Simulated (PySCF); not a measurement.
# Excitation energy of Rh by level of theory

Rh [Kr] 4d8 5s1 (4F) → Rh [Kr] 4d7 5s2 (4F), as a difference of total energies. Computed with PySCF 2.14 in aug-cc-pwCVDZ-PP with ECP28MDF (6s6p5d3f, 70 functions), with a scalar-relativistic core potential. Correlated levels: valence and next inner shell: nothing frozen outside the core potential. The calculations carry no spin-orbit coupling.

```csv
method,excitation energy (eV)
UHF,1.268
MP2 (valence and next inner shell),1.457
SCS-MP2 (valence and next inner shell),1.322
CCSD (valence and next inner shell),1.262
CCSD(T) (valence and next inner shell),1.257
```
